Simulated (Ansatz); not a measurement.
Consider the formal exchange of groups at the Se–In bond: `[CH3][In]([Cl])[SeH]` + `[Cl][GeH]([Cl])[Cl]` → `[Cl][Ge]([Cl])([Cl])[SeH]` + `[CH3][InH][Cl]`.

Calculated with Ansatz (gas phase, PBE0-D4/def2-TZVP geometries, no zero-point term in ΔE). CCSD(T)/CBS is the MP2 limit (def2-TZVPP, def2-QZVPP) plus CCSD(T) − MP2 in def2-TZVPP, frozen cores. Functionals use def2-TZVPP. B3LYP here is the variant with VWN-RPA as its local correlation; programs differ in this. HSE06 is defined as in plane-wave codes. def2 core potentials past Kr. For Ge, In, Se outer-core shells are correlated without core-valence functions, which leaves a few kJ/mol of doubt a bond. Scalar relativity is left out up to krypton. One conformer a species, not always the lowest.

`[CH3][In]([Cl])[SeH]`:

```xyz
8

C    -0.825   -1.337    0.385
In    0.362    0.372   -0.081
Cl    2.665    0.261    0.346
Se   -0.277    2.578   -1.050
H    -1.884   -1.112    0.266
H    -0.543   -2.150   -0.284
H    -0.619   -1.636    1.412
H     1.121    3.024   -0.993
```

`[Cl][GeH]([Cl])[Cl]`:

Cartesian coordinates in Å:
```
Cl -0.352 -0.621 1.955
Ge 0.007 0.141 0.002
Cl 1.835 -0.675 -0.713
Cl -1.566 -0.508 -1.273
H 0.077 1.664 0.029
```

`[Cl][Ge]([Cl])([Cl])[SeH]`:

```xyz
6

Cl   -2.191    0.379    0.111
Ge   -0.066    0.361    0.276
Cl    0.625    2.368    0.422
Cl    0.392   -0.653    2.094
Se    0.971   -0.593   -1.571
H     0.269   -1.862   -1.332
```

`[CH3][InH][Cl]`:

```xyz
7

C    -0.977    0.432    0.015
In    1.022   -0.250   -0.271
Cl    1.609   -1.850    1.357
H    -1.306    1.080   -0.796
H    -1.634   -0.435    0.086
H    -1.027    0.977    0.959
H     2.313    0.046   -1.351
```

| level | ΔE (kJ/mol) | difference from CCSD(T)/CBS |
| --- | --- | --- |
| LDA (SPW92) | 52.7 | -9.4 |
| PBE-D4 | 51.7 | -10.4 |
| revPBE-D4 | 47.3 | -14.8 |
| BLYP-D4 | 49.5 | -12.6 |
| r2SCAN-D4 | 56.6 | -5.5 |
| B97M-V | 52.2 | -9.9 |
| PBE0-D4 | 54.9 | -7.2 |
| r2SCANh-D4 | 57.2 | -4.9 |
| r2SCAN0-D4 | 58.3 | -3.8 |
| HSE06-D4 | 55.2 | -6.9 |
| BHLYP-D4 | 57.5 | -4.6 |
| CAM-B3LYP-D4 | 55.6 | -6.5 |
| ωB97M-V | 54.9 | -7.2 |
| B2PLYP | 60.4 | -1.7 |
| PBE-QIDH | 59.8 | -2.3 |
| PBE | 56.1 | -6.0 |
| revPBE | 57.3 | -4.8 |
| BLYP | 59.1 | -3.0 |
| r2SCAN | 57.5 | -4.6 |
| PBE0 | 58.8 | -3.3 |
| B3LYP | 60.7 | -1.4 |
| r2SCANh | 58.2 | -3.9 |
| r2SCAN0 | 59.4 | -2.7 |
| HSE06 | 58.8 | -3.3 |
| CAM-B3LYP | 59.7 | -2.4 |
| LC-ωPBE | 58.0 | -4.1 |
| RPA@PBE/def2-TZVPP | 54.9 | -7.2 |
| HF/def2-SVP | 73.4 | 11.3 |
| MP2/def2-SVP | 67.2 | 5.1 |
| CCSD(T)/def2-SVP | 67.5 | 5.4 |
| HF/def2-TZVPP | 69.9 | 7.8 |
| SCS-MP2/def2-TZVPP | 58.6 | -3.5 |
| CCSD/def2-TZVPP | 59.3 | -2.8 |
| CCSD(T)/def2-TZVPP | 57.9 | -4.2 |
| HF/def2-QZVPP | 70.4 | 8.3 |
| MP2/def2-QZVPP | 60.6 | -1.5 |
| SCS-MP2/def2-QZVPP | 61.2 | -0.9 |
| HF/CBS(def2) | 70.5 | 8.4 |
| MP2/CBS(def2) | 62.2 | 0.1 |
| CCSD/CBS(def2) | 63.4 | 1.3 |
| CCSD(T)/CBS | 62.1 | 0 |

Largest T1 diagnostic among the species: 0.012.

Leaving LDA and LC-ωPBE aside and taking each functional with its dispersion term where it has one, the values spread over 13.1 kJ/mol, from revPBE-D4 to B2PLYP. LDA lies −3.4 kJ/mol from PBE without D4. The D4 term adds −7.5 kJ/mol with B3LYP and −3.8 kJ/mol with PBE0; it sums over pairs of atoms, weighted by their polarisabilities, and B3LYP, whose exchange is more repulsive, gets the larger term. From BLYP to BHLYP (50 % exact exchange), in def2-TZVPP and without D4, ΔE moves by +4.7 kJ/mol.
